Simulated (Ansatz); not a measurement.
Reaction: BNH4 (SMILES BN) + H+ → BNH5+ (SMILES B[NH3+])
Each species at its own B3LYP-D3(BJ)/def2-TZVP minimum (Ansatz, a program for electronic structure).

Total energies in hartree (Ansatz). Radicals and triplets start from unrestricted determinants; spin-orbit coupling is neglected. Cores are frozen in correlated methods. No relativity.

```csv
species,HF/cc-pVTZ,CCSD(T)/cc-pVTZ,HF/cc-pVQZ,CCSD(T)/cc-pVQZ,CCSDT(Q)/cc-pVTZ
1: BNH4 (SMILES BN),-81.52660,-81.88933,-81.53287,-81.91470,-81.89031
2: BNH5+ (SMILES B[NH3+]),-81.83818,-82.19089,-81.84378,-82.21451,-82.19169
```

Work out the proton affinity (electronic), positive where energy is released in kcal/mol: take Hartree-Fock from cc-pVQZ, extrapolate the CCSD(T) correlation energy as X^-3 (X = 3, 4), and add CCSDT(Q) - CCSD(T) in cc-pVTZ. 1 hartree = 627.51 kcal/mol.


Species 1: correlation (64·(-0.38183) - 27·(-0.36273))/37 = -0.39577; step -0.00098; E1 = -81.53287 + (-0.39577) + (-0.00098) = -81.92962
H+ has no electrons: E = 0
Species 2: correlation (64·(-0.37073) - 27·(-0.35271))/37 = -0.38388; step -0.00080; E2 = -81.84378 + (-0.38388) + (-0.00080) = -82.22846
+1·E1 -1·E2 = 0.29884 hartree = 187.5 kcal/mol.
